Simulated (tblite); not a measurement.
Cyclooctane, C₈H₁₆.
Numbering: `[CH2:1]1[CH2:2][CH2:3][CH2:4][CH2:5][CH2:6][CH2:7][CH2:8]1` (hydrogens: H9, H10 on C1; H11, H12 on C2; H13, H14 on C3; H15, H16 on C4; H17, H18 on C5; H19, H20 on C6; H21, H22 on C7; H23, H24 on C8)

Geometry (GFN2-xTB, Å), atoms numbered from 1 in this order:
```xyz
24
C8H16 angstrom
C      1.2933   -0.9993    0.4811
C      0.4555   -1.7561   -0.5471
C     -0.8689   -1.1103   -0.9685
C     -1.6985   -0.5228    0.1808
C     -1.6183    1.0001    0.3116
C     -0.2807    1.5915    0.7627
C      0.8547    1.4589   -0.2607
C      1.8643    0.3444    0.0337
H      0.7128   -0.8622    1.3929
H      2.1404   -1.6404    0.7439
H      1.0581   -1.9260   -1.4431
H      0.2324   -2.7370   -0.1171
H     -1.4542   -1.8876   -1.4673
H     -0.6886   -0.3366   -1.7138
H     -1.4157   -0.9918    1.1242
H     -2.7499   -0.7687    0.0104
H     -2.3778    1.3099    1.0356
H     -1.8898    1.4463   -0.6491
H      0.0184    1.1489    1.7137
H     -0.4551    2.6539    0.9519
H      1.4185    2.3953   -0.2886
H      0.4296    1.3273   -1.2550
H      2.4802    0.1918   -0.8564
H      2.5277    0.6905    0.8319
```

All values are computed: GFN2-xTB (tblite) harmonic vibrations without scaling, gas phase. The method is semi-empirical: single wavenumbers can be off by several per cent or more. One conformer, not necessarily the lowest.

Harmonic wavenumbers (cm⁻¹): 116.1, 208.8, 222.7, 249.2, 298.5, 328.3, 375.2, 439.7, 494.7, 514.1, 748.7, 802.0, 808.4, 857.8, 858.4, 880.7, 911.1, 983.8, 1007.8, 1029.4, 1035.9, 1049.5, 1111.5, 1134.1, 1149.8, 1160.3, 1169.0, 1197.1, 1230.2, 1235.0, 1254.4, 1268.8, 1279.5, 1285.2, 1340.4, 1349.3, 1356.9, 1365.3, 1370.8, 1371.2, 1378.8, 1381.6, 1482.4, 1485.6, 1492.4, 1495.1, 1499.0, 1499.6, 1517.0, 1525.7, 2945.2, 2945.8, 2948.4, 2949.7, 2953.1, 2954.3, 2963.0, 2964.6, 2971.0, 2972.8, 2975.1, 2991.3, 2993.5, 3003.8, 3006.7, 3016.6.

A = 2302, B = 2175, C = 1334 MHz; mass 112.125 u (most abundant isotopes); point group Cs, symmetry number 1.

Question: Zero-point energy?

Answer: Half the sum of the wavenumbers: 49581 cm⁻¹ = 141.76 kcal/mol.

Question: Entropy at 400 K, 1 bar (ideal gas, RRHO, classical rotation)?

Answer: Translation 41.55, rotation 29.14, vibration 26.69: S = 97.4 cal/(mol K).

Question: And Cp and H(400 K) − H(0)?

Answer: Cp = 47.08 cal/(mol K), of which vibrations give 39.13 (their classical limit is 66 R = 131.2); H(400 K) − H(0) = 9.68 kcal/mol without the zero-point energy, 6.50 from vibrations.

Question: What must be added to the electronic energy to get the Gibbs energy at 400 K and 1 bar?

Answer: ZPE + [H(400 K) − H(0)] − T·S = 141.76 + 9.68 − 38.95 = 112.49 kcal/mol.

Question: Which modes carry the vibrational entropy at 400 K?

Answer: 116.1 cm⁻¹: 3.74; 208.8 cm⁻¹: 2.60; 222.7 cm⁻¹: 2.48; 249.2 cm⁻¹: 2.27; 298.5 cm⁻¹: 1.94; 328.3 cm⁻¹: 1.77 cal/(mol K); the other 60 give 11.90 together.

Question: How do the functions run with temperature in this model?

Answer: 
```
 T (K)  S (cal/(mol K))  Cp (cal/(mol K))  H − H(0) (kcal/mol)  G − H(0) (kcal/mol)  ln q(vib)
   150             68.6              18.2                 1.78                -8.52       0.93
   250             80.1              28.1                 4.07               -15.96       2.44
298.15             85.6              33.9                 5.56               -19.95       3.28
   600            120.9              69.6                21.46               -51.11       9.67
   900            153.8              92.2                46.00               -92.42      16.86
```

q(vib) and H(0) count from the zero-point level.

Question: Blend soft modes into free rotors: weight 1/[1 + (100 cm⁻¹/ν̃)⁴] for the oscillator and the rest for a rotor with moment μB/(μ + B), μ = h/(8π²ν), B = 10⁻⁴⁴ kg m². What vibrational entropy results?

Answer: 26.43 cal/(mol K) in place of 26.69, which changes −T·S at 400 K by +0.11 kcal/mol.

Hindered rotation and anharmonicity are outside this model. Other conformers, if any are populated, would add a mixing term that is left out.
